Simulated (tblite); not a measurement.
Record of a relaxation.

Compound: C₂H₁₃BN₂Si₂ (charge +1 and doublet state).
Atom-mapped SMILES: `[CH3:1][BH:2][N+:3]([SiH3:4])[SiH2:5][NH:6][CH3:7]` (hydrogens: H8, H9, H10 on C1; H11 on B2; H12, H13, H14 on Si4; H15, H16 on Si5; H17 on N6; H18, H19, H20 on C7)

Computed with GFN2-xTB (tblite), gas phase: L-BFGS steps from a force-field or distance-geometry start until the largest atomic force falls under 0.01 eV/Å. 6 of its 200 geometries are shown.

Step 0: E = -572.2258 eV, largest atomic force 3.106 eV/Å
```
atom  x, y, z in Å  |  force x, y, z in eV/Å
C1     -1.960    1.918    0.146    0.731   0.177   0.446
B2     -1.259    0.800   -0.741   -1.460  -2.081   1.785
N3     -0.818   -0.438    0.036    0.232   1.698  -2.537
Si4    -1.932   -1.787   -0.238   -1.245  -0.586   0.719
Si5     0.885   -0.833   -0.088    0.512   0.129   0.131
N6      1.908    0.523   -0.633   -0.266  -0.037   1.798
C7      3.238    0.287   -0.067    0.371  -0.287  -0.021
H8     -1.378    2.855   -0.012   -0.830  -0.325   0.017
H9     -1.861    1.665    1.221   -0.147   0.222  -0.582
H10    -3.040    2.030   -0.088    0.946   0.218  -0.002
H11    -1.782    0.603   -1.785    0.859   0.330  -0.036
H12    -3.163   -1.240   -0.827    0.201   0.020   0.051
H13    -1.385   -2.841   -1.072    0.252   0.032  -0.172
H14    -2.266   -2.365    1.082    0.310   0.316  -0.170
H15     1.338   -1.276    1.240   -0.344   0.120   0.052
H16     1.098   -1.955   -0.991    0.063   0.103  -0.271
H17     1.581    1.452   -0.292    0.330  -0.758  -0.691
H18     3.170    0.175    1.040    0.294   0.134  -0.654
H19     3.665   -0.654   -0.477   -0.410   0.601   0.246
H20     3.955    1.090   -0.274   -0.400  -0.025  -0.105
```

Step 40: E = -573.6436 eV, largest atomic force 0.103 eV/Å
```
atom  x, y, z in Å  |  force x, y, z in eV/Å
C1     -1.784    1.786    0.193   -0.004   0.015   0.033
B2     -1.255    0.732   -0.851    0.033  -0.097   0.008
N3     -0.850   -0.557   -0.467   -0.032  -0.016   0.030
Si4    -2.080   -1.836   -0.240   -0.013   0.009   0.038
Si5     0.816   -0.983   -0.054   -0.024   0.044  -0.020
N6      1.794    0.416   -0.252   -0.039   0.043  -0.006
C7      3.221    0.412   -0.055   -0.033   0.006  -0.001
H8     -1.333    2.763    0.042   -0.005   0.022  -0.003
H9     -1.631    1.468    1.218    0.015   0.019   0.085
H10    -2.853    1.916    0.033   -0.035   0.016  -0.031
H11    -1.228    1.051   -1.978    0.033  -0.013  -0.053
H12    -3.347   -1.286   -0.703    0.018   0.031  -0.027
H13    -1.544   -2.943   -1.022   -0.029  -0.024  -0.030
H14    -2.050   -2.088    1.202   -0.024   0.014  -0.031
H15     0.734   -1.393    1.350    0.039  -0.060   0.019
H16     1.202   -2.018   -1.009    0.053   0.032   0.016
H17     1.395    1.346   -0.233    0.033  -0.073  -0.002
H18     3.472    0.487    1.009    0.025   0.019  -0.043
H19     3.637   -0.519   -0.434   -0.011   0.049   0.031
H20     3.678    1.255   -0.571    0.000  -0.036  -0.013
```

Step 80: E = -573.6824 eV, largest atomic force 0.036 eV/Å
```
atom  x, y, z in Å  |  force x, y, z in eV/Å
C1     -1.748    1.767    0.197    0.008   0.002   0.002
B2     -1.125    0.698   -0.782    0.017  -0.011   0.009
N3     -0.826   -0.620   -0.389   -0.010   0.009   0.007
Si4    -2.156   -1.801   -0.244    0.011  -0.017  -0.002
Si5     0.844   -1.089   -0.041   -0.007  -0.004   0.022
N6      1.747    0.372   -0.124    0.009  -0.017  -0.006
C7      3.179    0.498   -0.097   -0.001  -0.012   0.001
H8     -1.346    2.762    0.025   -0.021   0.007  -0.004
H9     -1.627    1.508    1.245   -0.006  -0.021  -0.008
H10    -2.816    1.828   -0.011    0.014  -0.003  -0.022
H11    -0.892    1.019   -1.887   -0.011   0.034   0.002
H12    -3.335   -1.138   -0.791   -0.003   0.011   0.008
H13    -1.690   -2.941   -1.025    0.008  -0.011   0.009
H14    -2.236   -2.059    1.193   -0.002   0.003   0.011
H15     0.809   -1.658    1.309    0.005   0.004  -0.024
H16     1.254   -2.006   -1.100    0.006   0.027  -0.009
H17     1.284    1.265   -0.032   -0.012   0.024  -0.004
H18     3.521    0.884    0.868    0.006   0.006  -0.002
H19     3.639   -0.470   -0.268   -0.007  -0.029   0.005
H20     3.515    1.194   -0.869   -0.004  -0.001   0.005
```

Step 119: E = -573.7331 eV, largest atomic force 0.110 eV/Å
```
atom  x, y, z in Å  |  force x, y, z in eV/Å
C1     -2.154    1.712    0.109   -0.060  -0.040  -0.033
B2     -1.095    0.834   -0.665   -0.053   0.057  -0.029
N3     -0.797   -0.493   -0.346    0.058  -0.047  -0.045
Si4    -2.088   -1.694    0.004   -0.019   0.045   0.013
Si5     0.897   -1.010   -0.373    0.011   0.029   0.020
N6      1.903    0.347   -0.012   -0.034  -0.024  -0.084
C7      3.340    0.306   -0.002   -0.048  -0.004   0.042
H8     -1.841    2.746    0.210    0.008   0.030   0.040
H9     -2.406    1.312    1.086    0.018   0.002  -0.013
H10    -3.056    1.726   -0.504   -0.014   0.003  -0.002
H11    -0.539    1.354   -1.565    0.008  -0.032   0.068
H12    -3.305   -1.222   -0.657    0.102   0.021   0.035
H13    -1.574   -2.946   -0.542    0.022   0.036   0.016
H14    -2.172   -1.682    1.469    0.016   0.017  -0.026
H15     1.096   -1.979    0.696   -0.029  -0.050  -0.007
H16     1.077   -1.478   -1.751    0.026  -0.007   0.033
H17     1.543    1.291    0.019   -0.039  -0.034  -0.050
H18     3.727    1.020    0.722    0.042   0.019   0.045
H19     3.671   -0.694    0.259    0.029  -0.050  -0.006
H20     3.765    0.560   -0.978   -0.046   0.029  -0.016
```

Step 159: E = -573.7601 eV, largest atomic force 0.031 eV/Å
```
atom  x, y, z in Å  |  force x, y, z in eV/Å
C1     -2.250    1.676    0.075    0.013  -0.012  -0.006
B2     -1.091    0.871   -0.641   -0.006   0.009   0.003
N3     -0.765   -0.454   -0.351    0.000   0.002   0.007
Si4    -2.048   -1.640    0.077   -0.011   0.025  -0.015
Si5     0.906   -1.028   -0.429    0.001   0.006  -0.003
N6      1.935    0.326   -0.137   -0.001  -0.005  -0.005
C7      3.359    0.277    0.020    0.005   0.004   0.008
H8     -1.964    2.698    0.308    0.009  -0.013   0.006
H9     -2.590    1.186    0.983   -0.012   0.009   0.000
H10    -3.081    1.744   -0.626   -0.003  -0.006  -0.007
H11    -0.482    1.453   -1.462   -0.002  -0.012   0.002
H12    -3.260   -1.184   -0.592    0.004  -0.001  -0.002
H13    -1.540   -2.914   -0.416    0.016  -0.009  -0.002
H14    -2.106   -1.557    1.538    0.005   0.004   0.013
H15     1.118   -1.991    0.644   -0.007   0.001   0.000
H16     1.056   -1.535   -1.796    0.001   0.009   0.009
H17     1.582    1.270   -0.202    0.005  -0.007   0.009
H18     3.665    0.860    0.891   -0.001  -0.002   0.000
H19     3.683   -0.753    0.144   -0.004   0.008  -0.018
H20     3.868    0.705   -0.850   -0.012  -0.010   0.002
```

Step 199: E = -573.7659 eV, largest atomic force 0.010 eV/Å
```
atom  x, y, z in Å  |  force x, y, z in eV/Å
C1     -2.250    1.678    0.014   -0.005  -0.005   0.001
B2     -1.065    0.851   -0.622   -0.005   0.000   0.002
N3     -0.761   -0.475   -0.311    0.005   0.003  -0.001
Si4    -2.062   -1.643    0.104    0.000  -0.005   0.003
Si5     0.907   -1.053   -0.364    0.005  -0.003   0.003
N6      1.921    0.310   -0.062    0.001   0.008  -0.005
C7      3.353    0.305   -0.073    0.007   0.001   0.003
H8     -1.920    2.649    0.376   -0.002   0.005  -0.004
H9     -2.732    1.147    0.830    0.000   0.001   0.003
H10    -2.982    1.879   -0.767    0.004  -0.001   0.002
H11    -0.396    1.419   -1.407    0.005  -0.001  -0.002
H12    -3.238   -1.230   -0.651    0.004  -0.003  -0.002
H13    -1.520   -2.939   -0.288   -0.001   0.005  -0.003
H14    -2.196   -1.483    1.554   -0.004   0.001   0.004
H15     1.099   -2.029    0.703   -0.005  -0.002  -0.004
H16     1.100   -1.538   -1.731   -0.001  -0.003   0.000
H17     1.533    1.229    0.100    0.001  -0.001   0.001
H18     3.746    0.708    0.864    0.000  -0.003  -0.004
H19     3.719   -0.708   -0.211   -0.006   0.007  -0.003
H20     3.740    0.934   -0.881   -0.003  -0.004   0.005
```

**Question.** Summarise the path.

**Answer.** The energy falls by 1.5401 eV from step 0 to step 199; nine tenths of that is first reached at step 31. It never rises by more than 0.2 meV. The largest force goes from 3.106 to 0.010 eV/Å. Among the bonds B2–N3 changes most, from 1.527 to 1.396 Å; the atoms move by 0.727 Å rms after alignment.

**Question.** Follow the three bonds and two angles with the largest change from start to end.

**Answer.** 
| step | E above end (eV) | largest force (eV/Å) | B2–N3 (Å) | Si5–N6 (Å) | N6–H17 (Å) | Si5–N6–C7 (°) | C1–B2–N3 (°) |
| --- | --- | --- | --- | --- | --- | --- | --- |
| 0 | 1.5401 | 3.106 | 1.527 | 1.784 | 1.043 | 106.3 | 114.4 |
| 9 | 0.3704 | 0.758 | 1.395 | 1.731 | 1.013 | 114.6 | 129.2 |
| 17 | 0.2139 | 0.282 | 1.399 | 1.716 | 1.004 | 121.1 | 127.7 |
| 26 | 0.1730 | 0.260 | 1.402 | 1.718 | 1.007 | 122.5 | 125.4 |
| 35 | 0.1324 | 0.214 | 1.399 | 1.716 | 1.008 | 123.3 | 121.9 |
| 43 | 0.1169 | 0.129 | 1.401 | 1.720 | 1.010 | 122.3 | 122.5 |
| 52 | 0.1023 | 0.095 | 1.404 | 1.719 | 1.011 | 122.7 | 122.4 |
| 61 | 0.0919 | 0.076 | 1.406 | 1.721 | 1.010 | 124.4 | 122.2 |
| 69 | 0.0870 | 0.045 | 1.407 | 1.721 | 1.011 | 125.8 | 122.2 |
| 78 | 0.0842 | 0.064 | 1.407 | 1.720 | 1.011 | 126.8 | 122.9 |
| 87 | 0.0812 | 0.040 | 1.407 | 1.719 | 1.011 | 126.3 | 123.9 |
| 95 | 0.0773 | 0.073 | 1.405 | 1.719 | 1.011 | 125.9 | 123.8 |
| 104 | 0.0670 | 0.094 | 1.402 | 1.720 | 1.011 | 124.3 | 123.6 |
| 112 | 0.0481 | 0.127 | 1.397 | 1.721 | 1.010 | 122.8 | 124.2 |
| 121 | 0.0293 | 0.103 | 1.398 | 1.725 | 1.009 | 124.4 | 124.3 |
| 130 | 0.0135 | 0.083 | 1.396 | 1.724 | 1.011 | 125.1 | 124.0 |
| 138 | 0.0098 | 0.042 | 1.395 | 1.723 | 1.010 | 125.4 | 123.8 |
| 147 | 0.0075 | 0.026 | 1.395 | 1.723 | 1.010 | 125.2 | 123.7 |
| 156 | 0.0064 | 0.025 | 1.395 | 1.723 | 1.010 | 125.5 | 124.0 |
| 164 | 0.0055 | 0.016 | 1.395 | 1.724 | 1.010 | 125.9 | 124.1 |
| 173 | 0.0047 | 0.035 | 1.394 | 1.724 | 1.010 | 125.9 | 124.5 |
| 182 | 0.0025 | 0.050 | 1.394 | 1.726 | 1.011 | 125.6 | 124.9 |
| 190 | 0.0007 | 0.027 | 1.395 | 1.725 | 1.011 | 125.5 | 124.8 |
| 199 | 0.0000 | 0.010 | 1.396 | 1.726 | 1.010 | 125.7 | 124.8 |

What follows is the cost of the whole relaxation. Hardware: Arm Neoverse V1, one thread, shared host with 32 logical CPUs at a one-minute load of 24. Cost: 2.0 s of wall time.
